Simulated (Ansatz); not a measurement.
Abridged output of a molecular run in Ansatz:

```
Functional definition: HF
1833 factors; integrals over basis functions are off by at most 1.1e-3 eV
mean field evaluation 1: about -6057.0648 eV, gradient 4.0e1 eV
mean field evaluation 2: about -6057.3298 eV, gradient 4.0e1 eV
mean field evaluation 4: about -6061.6887 eV, gradient 5.6e0 eV
mean field evaluation 8: about -6061.7751 eV, gradient 2.3e-1 eV
mean field -6061.77534125 eV, -222.7661349721 hartree, gradient 4.2e-6 eV, S^2 0.000000; 0 other end points of the search recorded, 0 dependent functions left out
6 core orbitals not correlated: weight in the atoms' cores, before any rotation towards them, 1.000 or more for the frozen orbitals, at most 0.000 for the correlated occupied ones
reference -6061.77534125 eV, -222.7661349721 hartree; 16, 16 occupied and 290, 290 virtual orbitals, 1833 factors
second order -24.66636502 eV of doubles, -0.00000000 eV of singles
cycle   1  -25.40777275 eV  change   -7.4e-1 eV  update   1.1e-1
cycle   2  -26.08108986 eV  change   -6.7e-1 eV  update   3.2e-2
cycle   3  -26.20463671 eV  change   -1.2e-1 eV  update   1.5e-2
cycle   4  -26.19299146 eV  change    1.2e-2 eV  update   4.1e-3
cycle   5  -26.19434332 eV  change   -1.4e-3 eV  update   1.8e-3
cycle   6  -26.19447096 eV  change   -1.3e-4 eV  update   4.7e-4
cycle   7  -26.19423929 eV  change    2.3e-4 eV  update   1.6e-4
cycle   8  -26.19423563 eV  change    3.7e-6 eV  update   6.2e-5
cycle   9  -26.19424287 eV  change   -7.2e-6 eV  update   1.8e-5
perturbative correction -1.11196392 eV, -0.0408639205 hartree
Total energy: -6089.08154804 eV, -223.7696195629 hartree
```

Its atoms:

Z-matrix (Å, degrees):
```
C
C 1 1.495
N 1 1.458 2 114.0
H 1 1.095 2 108.9 3 122.2
H 1 1.095 2 108.8 3 -122.1
C 2 1.325 1 126.3 3 0.2
H 2 1.088 1 114.3 3 -179.8
B 3 1.419 1 119.3 2 -89.7
B 3 1.420 1 119.3 2 89.5
H 6 1.084 2 122.0 1 0.0
H 6 1.083 2 120.9 1 -180.0
H 8 1.197 3 119.1 1 -3.0
H 8 1.193 3 118.9 1 177.6
H 9 1.193 3 118.9 1 -177.6
H 9 1.197 3 119.1 1 3.0
```

Question: Which basis set was used?
A. def2-TZVPP
B. cc-pV(D+d)Z
C. def2-QZVPP
D. def2-TZVPPD

Answer: A. It gives 312 functions.

Question: Write the keys of the input that set method, charge and spin (a neutral closed shell needs none for the last two).

Answer: 
```yaml
correlation: {method: ccsd_t}
```
